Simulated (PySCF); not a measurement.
Working out the ionisation energy of Sb

Sb [Kr] 4d10 5s2 5p3 (4S) → Sb⁺ [Kr] 4d10 5s2 5p2 (3P). All numbers are calculated (PySCF 2.14, scalar relativity by spin-free X2C-1e, in ANO-RCC-VTZP). Frozen: [Kr] 4d10. Energies in hartree (1 hartree = 27.21139 eV):

```tsv
part	Sb (lower)	Sb⁺ (upper)
UHF	-6477.744544	-6477.429021
CCSD correlation	-0.070058	-0.056210
(T)	-0.002104	-0.001234
```

Question: What does Hartree-Fock give?

Answer: (-6477.429021) − (-6477.744544) = 0.315523 hartree = 8.586 eV.

Question: What do CCSD and CCSD(T) give?

Answer: The CCSD correlation energies differ by 0.013848 hartree = 0.377 eV and the triples by 0.000870 hartree = 0.024 eV, so CCSD gives 8.963 eV and CCSD(T) 8.987 eV.

Measured between the centres of the two terms (NIST): 9.124 eV, so CCSD(T) (valence) is off by -0.137 eV.

What remains against the reference includes basis incompleteness, the frozen core and higher excitations.
